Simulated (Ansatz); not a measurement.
Which isomer of CH3F3OSi gives these data?

These gas-phase data were calculated for one isomer of CH3F3OSi at r2SCAN-D4/def2-SVP (harmonic, unscaled wavenumbers; equilibrium rotational constants with average atomic masses):

| Item | Value |
| --- | --- |
| rotational constants | 3.836, 2.079, 2.065 GHz |
| all wavenumbers above 1500 cm⁻¹ | 3808, 3098, 2981 |

Candidates:

(1) `FCO[SiH](F)F`, a singlet
(2) `OC[Si](F)(F)F`, a singlet
(3) `CO[Si](F)(F)F`, a singlet

Which structure fits?

Candidate (2). The band at 3808 cm⁻¹ lies where the O–H stretch is expected; (1), (3) have no mode between 3300 and 4000 cm⁻¹.

The same quantities for all candidates:

```
     rotational constants (GHz)  wavenumbers above 1500 cm⁻¹  E above the lowest, r2SCAN-D4/def2-SVP (kcal/mol)
(1)         4.222, 2.111, 1.958       3115, 3030, 2377, 1517                                               41.1
(2)         3.836, 2.079, 2.065             3808, 3098, 2981                                               27.6
(3)         3.859, 2.209, 2.183             3153, 3113, 3019                                                0.0
```

Harmonic stretches to hydrogen usually lie a few per cent above observed fundamentals. Each candidate is one conformer. Programs: Ansatz 0.2.0.
